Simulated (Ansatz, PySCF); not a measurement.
Spin gap between two states, R1 and P1; the higher of the two is an excited state, each structure at its B3LYP-D3(BJ)/def2-TZVP stationary point, reached from a drawn start (curvature not checked).
R1, C6H4 (SMILES C1=C=CC=CC=1) (charge 0, multiplicity 1):
```
atom    x (Å)    y (Å)   z (Å)
----  -------  -------  ------
C      0.9780   0.2930  0.0000
C     -0.2353   0.9934  0.0000
C     -1.4825   0.3425  0.0000
C     -1.3088  -1.0255  0.0000
C     -0.2337  -1.6462  0.0000
C      1.0378  -1.1126  0.0000
H      1.9065   0.8515  0.0000
H     -0.2159   2.0768  0.0000
H     -2.4188   0.8814  0.0000
H      1.9728  -1.6541  0.0000
```
P1, C6H4 (SMILES C1=C=CC=CC=1) (charge 0, multiplicity 3):
```xyz
10

C      0.9880     0.3235     0.0000
C     -0.2138     1.0173     0.0000
C     -1.4319     0.3250     0.0000
C     -1.4077    -1.0465     0.0000
C     -0.2024    -1.7423     0.0000
C      0.9974    -1.0775     0.0000
H      1.9268     0.8623     0.0000
H     -0.2166     2.0999     0.0000
H     -2.3736     0.8626     0.0000
H      1.9339    -1.6243     0.0000
```

P less R. No zero-point or thermal terms; singlets are restricted closed shells; open shells are unrestricted.

The values were computed with Ansatz (Gaussian basis) for Hartree–Fock, density functionals and correlated methods; PySCF for the D3/D4 terms. No computed number here is a measurement.

Question: One of these levels gives 25.44 kcal/mol for the spin gap. Name it.
A. B97M-V/def2-TZVPP
B. r2SCAN-D3(BJ)/def2-TZVPP
C. PBE/def2-TZVPP
D. SVWN5/def2-TZVPP

Answer: B, r2SCAN-D3(BJ)/def2-TZVPP. The others give 43.26 (SVWN5/def2-TZVPP), 34.58 (PBE/def2-TZVPP), 30.64 (B97M-V/def2-TZVPP)

Ansatz is a program for electronic structure.
